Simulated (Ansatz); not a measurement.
Consider the hydrogenolysis of the Si–F bond: `C[Si](O)(F)[SiH3]` + H₂ → `C[SiH](O)[SiH3]` + H–F.

Gas-phase electronic energies from Ansatz, PBE0-D4/def2-TZVP geometries. CCSD(T)/CBS is the MP2 limit (def2-TZVPP, def2-QZVPP) plus CCSD(T) − MP2 in def2-TZVPP, frozen cores. This one scheme is used for every species. Functionals use def2-TZVPP. HSE06 is defined as in plane-wave codes. One conformer a species, not always the lowest.

`C[Si](O)(F)[SiH3]`:

Cartesian coordinates in Å:
```
C -1.493 0.810 -0.343
Si 0.160 0.000 -0.591
O 1.329 1.084 -0.972
F -0.023 -1.027 -1.814
Si 0.971 -1.187 1.259
H -2.257 0.066 -0.104
H -1.809 1.333 -1.251
H -1.453 1.534 0.474
H 1.159 1.723 -1.667
H 0.004 -2.253 1.637
H 1.129 -0.268 2.419
H 2.284 -1.813 0.953
```

H₂:

Z-matrix (Å, degrees):
```
H
H 1 0.746
```

`C[SiH](O)[SiH3]`:

Cartesian coordinates in Å:
```
C 0.451 -0.214 1.647
Si -0.096 -0.641 -0.088
O 1.115 -1.355 -0.966
Si -0.710 1.272 -1.291
H 1.304 0.469 1.634
H 0.739 -1.111 2.202
H -0.364 0.268 2.194
H -1.266 -1.568 0.014
H 1.392 -2.235 -0.707
H 0.431 2.223 -1.394
H -1.824 1.964 -0.582
H -1.171 0.929 -2.663
```

H–F:

```xyz
2

F     0.026   -0.106    0.447
H    -0.026    0.106   -0.447
```

```
             level  ΔE (kJ/mol)  difference from CCSD(T)/CBS
         r2SCAN-D4        145.2                          9.1
        r2SCANh-D4        143.3                          7.2
      CAM-B3LYP-D4        143.5                          7.4
              BLYP        138.8                          2.7
             HSE06        128.4                         -7.7
           LC-ωPBE        133.9                         -2.2
       HF/def2-SVP        121.7                        -14.4
     CCSD/def2-SVP        123.2                        -12.9
CCSD(T)/def2-TZVPP        134.6                         -1.5
    CCSD/CBS(def2)        134.8                         -1.3
       CCSD(T)/CBS        136.1                            0
```

What do rigid-rotor, harmonic-oscillator terms from PBE0-D4/def2-TZVP frequencies (298.15 K, 1 bar) make of the CCSD(T)/CBS value? (Estimate.)

Computed: ΔZPE = +11.8 kJ/mol, ΔH = +145.9 kJ/mol, ΔS = 25 J/(mol·K), ΔG = +138.4 kJ/mol.

Largest T1 diagnostic among the species: 0.012.

From r2SCAN to r2SCAN0 (25 % exact exchange), in def2-TZVPP and without D4, ΔE moves by −4.5 kJ/mol. Leaving LDA and LC-ωPBE aside and taking each functional with its dispersion term where it has one, the values, not all of them listed here, spread over 15.3 kJ/mol, from HSE06-D4 to r2SCAN-D4. LDA lies +4.1 kJ/mol from PBE without D4. At CCSD(T), def2-SVP lies −11.5 kJ/mol from the extrapolated value and def2-TZVPP −1.4 kJ/mol.
